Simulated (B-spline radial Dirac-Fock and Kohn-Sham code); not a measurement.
**Binding energies of Ba**

System: atomic barium, [Xe] 6s2; nuclear rms radius 4.8378 fm (A = 138).

Input file task.json (cfg lists n, l and occupation; rrms is the nuclear radius in fm):

```json
{"items": [{
  "Z": 56,
  "q": 0,
  "cfg": [[1, 0, 2], [2, 0, 2], [2, 1, 6], [3, 0, 2], [3, 1, 6], [3, 2, 10], [4, 0, 2], [4, 1, 6], [4, 2, 10], [5, 0, 2], [5, 1, 6], [6, 0, 2]],
  "A": 138,
  "rrms": 4.8378,
  "do": ["binding"],
  "screen": [6, 1]
}]}
```

Run with: `python xray_run.py task.json out`

Level of theory: relaxed Dirac-Fock hole states (ΔSCF) with Breit and QED corrections and a finite nucleus; a radial finite-basis atomic code. Electron correlation is not included. Energies are counted from the vacuum level.

All terms are in eV, carry their sign (relaxation lowers the binding energy) and add up to the binding energy; ⟨r⟩ is the mean radius of the orbital in the initial state.

```
  subshell  −ε (Koopmans)  relaxation   Breit  self-energy  vacuum polarisation  binding energy  ⟨r⟩ (bohr)
    K (1s)        37656.1      -70.10  -91.98       -55.04                 7.98         37447.0       0.026
   L1 (2s)         6056.6      -37.88   -8.96        -6.99                 0.94          6003.8       0.109
L2 (2p1/2)         5689.6      -41.69  -15.06         0.41                -0.01          5633.2       0.092
L3 (2p3/2)         5306.5      -40.12   -9.79        -0.24                -0.05          5256.3       0.098
   M1 (3s)         1323.9      -17.09   -1.32        -1.45                 0.19          1304.2       0.290
M2 (3p1/2)         1168.9      -17.72   -2.39         0.09                -0.01          1148.9       0.281
M3 (3p3/2)         1093.0      -17.08   -1.37        -0.03                -0.01          1074.5       0.292
M4 (3d3/2)          824.4      -18.89   -0.78         0.15                -0.01           804.9       0.264
M5 (3d5/2)          808.5      -18.63   -0.37         0.10                -0.01           789.6       0.267
   N1 (4s)          279.1       -6.77   -0.19        -0.30                 0.04           271.9       0.674
N2 (4p1/2)          220.4       -6.60   -0.39         0.04                 0.00           213.4       0.698
N3 (4p3/2)          204.4       -6.33   -0.18         0.01                 0.00           197.9       0.723
N4 (4d3/2)          106.5       -5.89   -0.02         0.04                 0.00           100.6       0.795
N5 (4d5/2)          103.7       -5.80    0.05         0.03                 0.00           98.02       0.805
   O1 (5s)          43.63       -1.81   -0.02        -0.04                 0.01           41.77       1.657
O2 (5p1/2)          26.03       -1.71   -0.04         0.01                 0.00           24.29       1.870
O3 (5p3/2)          23.75       -1.61   -0.01         0.01                 0.00           22.14       1.951
   P1 (6s)           4.44       -0.16    0.00         0.00                 0.00            4.28       5.083
```

For the deepest level, K (1s), the Breit terms make up -0.246 % of the binding energy, QED -0.126 % and orbital relaxation -0.187 %.

Spin-orbit splittings: 2p 376.9 eV, 3p 74.37 eV, 3d 15.32 eV, 4p 15.49 eV, 4d 2.59 eV, 5p 2.15 eV.

Going to the tabulated ground configuration of the next ion removes an electron from P1 (6s), computed at 4.28 eV. NIST lists 5.211665 eV as the ionisation energy of this species (measured), +0.93 eV from the computed value. The gap is mostly the missing electron correlation.
